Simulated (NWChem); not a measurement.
System meant: VH₂O₃F; SMILES [F][V]([OH])(=[O])[OH]

Here is an NWChem input.

```
start job
memory heap 200 mb stack 900 mb global 1100 mb
geometry units angstroms noautosym nocenter noautoz
  V     -0.000005     0.001205    -0.065796
  O     -0.001492    -0.232977     1.488148
  F      0.007747     1.710227    -0.379949
  O      1.439462    -0.747076    -0.758660
  H      2.114445    -1.141119    -0.173039
  O     -1.445739    -0.734138    -0.759467
  H     -2.124543    -1.122116    -0.174214
end
basis spherical
  V library def2-svp
  O library def2-svp
  F library def2-svp
  H library def2-svp
end
dft
  xc m06-2x
  iterations 150
end
property
  shielding 5 1 2 3 4 5
end
task dft property
```

End of the output:

```
 Vector   32  Occ=0.000000D+00  E=-2.967634D-02
              MO Center= -7.0D-04, -1.5D-01,  7.1D-02, r^2= 1.8D+00
   Bfn.  Coefficient  Atom+Function         Bfn.  Coefficient  Atom+Function
  ----- ------------  ---------------      ----- ------------  ---------------
    18      0.593945  1 V  d  1              15     -0.425176  1 V  d -2
    23      0.273381  1 V  d  1              38      0.254668  2 O  px
    62     -0.246069  4 O  s                 81      0.246069  6 O  s
    35      0.241841  2 O  px                75      0.221145  5 H  s
    94     -0.221146  7 H  s                 12     -0.192197  1 V  px

 center of mass
 --------------
 x =   0.00019669 y =   0.04496052 z =  -0.17960672

 moments of inertia (a.u.)
 ------------------
         472.422289325892          -0.013289652644          -0.031697738899
          -0.013289652644         469.325702871302          -2.700165504501
          -0.031697738899          -2.700165504501         543.257540871592

     Multipole analysis of the density
     ---------------------------------

     L   x y z        total         alpha         beta         nuclear
     -   - - -        -----         -----         ----         -------
     0   0 0 0     -0.000000    -29.000000    -29.000000     58.000000

     1   1 0 0     -0.004181      0.000406      0.000406     -0.004993
     1   0 1 0     -0.911036      0.070775      0.070775     -1.052587
     1   0 0 1      0.390269      5.410716      5.410716    -10.431163

     2   2 0 0    -22.067062    -86.530858    -86.530858    150.994653
     2   1 1 0     -0.029715      0.018981      0.018981     -0.067677
     2   1 0 1     -0.000688     -0.013607     -0.013607      0.026526
     2   0 2 0    -28.748785    -82.396192    -82.396192    136.043599
     2   0 1 1     -0.746134     -1.737106     -1.737106      2.728077
     2   0 0 2    -31.761537    -66.580294    -66.580294    101.399052

          -----------------------------------------
          Chemical Shielding Tensors (GIAO, in ppm)
          -----------------------------------------

 ------------------------------------------------------------------------
  xm06: d2 not coded                    0
 ------------------------------------------------------------------------
 ------------------------------------------------------------------------
  current input line :
    25: task dft property
 ------------------------------------------------------------------------
 ------------------------------------------------------------------------
 This error has not yet been assigned to a category
 ------------------------------------------------------------------------
 For more information see the NWChem manual at https://nwchemgit.github.io

0: xm06: d2 not coded:Received an Error in Communication
```

**Question.** Can this run be used? If not, why, and what is the fix?

**Answer.** The run crashed. Cause: this functional's second derivatives, which shieldings need, aren't coded here; the fix takes a hybrid GGA instead. This input runs:
```
start job
memory heap 200 mb stack 900 mb global 1100 mb
geometry units angstroms noautosym nocenter noautoz
  V     -0.000005     0.001205    -0.065796
  O     -0.001492    -0.232977     1.488148
  F      0.007747     1.710227    -0.379949
  O      1.439462    -0.747076    -0.758660
  H      2.114445    -1.141119    -0.173039
  O     -1.445739    -0.734138    -0.759467
  H     -2.124543    -1.122116    -0.174214
end
basis spherical
  * library def2-svp
end
dft
  xc pbe0
  iterations 150
end
property
  shielding 5 1 2 3 4 5
end
task dft property
```
It converges to -1269.96901 Ha (PBE0/def2-SVP, GIAO).
